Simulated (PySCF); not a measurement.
## Exercise with solution: refractive index and permittivity of the vapour

C3H6BFO, SMILES B(CC=C)(O)F.

Geometry optimised at B3LYP-D3(BJ)/def2-SVP. The structure was generated by enumeration, and PubChem lists no compound with its InChIKey, so it may never have been made. The values are those of a single conformer.

PBE/def2-TZVP run with PySCF gives a mean static polarisability of 54.9 bohr³ and a dipole moment of 2.35 D. Take an ideal gas at 298.15 K and 0.1 bar, whether or not the substance is that volatile.

Problem. Work out n − 1 in the optical limit and the static ε − 1.

Solution. 
Polarisability volume α' = 54.9 × 0.148185 = 8.14 Å³. Number density N = p/kT = 2.43e-6 Å⁻³.
Dilute limit of Lorentz–Lorenz: n − 1 = 2π N α' = 0.00012.
Orientation term of Debye: μ²/(3kT) = 8.098 Å³ × μ²(D²) = 44.72 Å³.
ε − 1 = 4π N (α' + μ²/3kT) = 0.0016. Orientation of the dipole supplies 85 % of the static response; it can't follow optical fields. Vibrational polarisation and dispersion are left out.
